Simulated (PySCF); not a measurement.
Atom-mapped SMILES (the numbers label the heavy atoms): `[NH2:1][SiH2:2][B:3]([Cl:4])[Cl:5]` (H(Xn): hydrogen on atom n).

Geometry: PBE0-D3(BJ)/def2-SVP; GIAO absolute shieldings from PySCF, gas phase, non-relativistic, averaged over equivalent atoms.

At PBE0/pcSseg-1 (126 basis functions, 9 s wall time on 1 thread of an Arm Neoverse V2, shared host):
```csv
atoms,σ (ppm)
N1,268.0
Si2,409.8
B3,21.9
Cl4/Cl5,573.9
H(Si2),26.50
H(N1),31.15
```

Problem. Estimate the result of repeating the calculation with CAM-B3LYP/pcSseg-2.

Solution. 
```
  atoms  σ at CAM-B3LYP/pcSseg-2  change
     N1                    260.6    -7.4
    Si2                    391.3   -18.5
     B3                     11.3   -10.6
Cl4/Cl5                    587.1   +13.2
 H(Si2)                    26.66   +0.16
  H(N1)                    31.08   -0.07
```

The largest change is at Si2 (silicon bonded to B, N, 2 H). Cost: 257 basis functions, 35 s wall time on 1 thread of an Arm Neoverse V2, shared host.
